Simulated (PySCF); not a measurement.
C3H7NSi, SMILES [SiH3]N1C=CC1. Coordinates come from a TPSSh-D3(BJ)/def2-SVP optimisation. The structure was generated by enumeration, and PubChem lists no compound with its InChIKey, so it may never have been made.

Method: TPSSh-D3(BJ)/def2-SVP run with PySCF 2.14.0.

Harmonic wavenumbers (cm⁻¹): 97, 106, 210, 420, 532, 660, 681, 706, 890, 921, 931, 953, 984, 992, 994, 1046, 1086, 1106, 1224, 1236, 1362, 1466, 1609, 2201, 2261, 2268, 3043, 3106, 3199, 3279. Rotational constants (GHz): 11.77, 2.632, 2.258; symmetry number 1.

**Question.** Work out the zero-point energy and the ideal-gas rigid-rotor harmonic-oscillator thermochemistry at 298.15 K and 1 atm.

**Answer.** ZPE = ½ Σ hcν = ½ × 39567 cm⁻¹ = 236.66 kJ/mol. H − E(el) = 255.25 kJ/mol. Entropy in J/(mol K): translation 164.18, rotation 108.51, vibration 52.22, total 324.91. G − E(el) = 158.38 kJ/mol. Cp = 98.11 J/(mol K). Modes under 150 cm⁻¹ make the vibrational entropy uncertain.
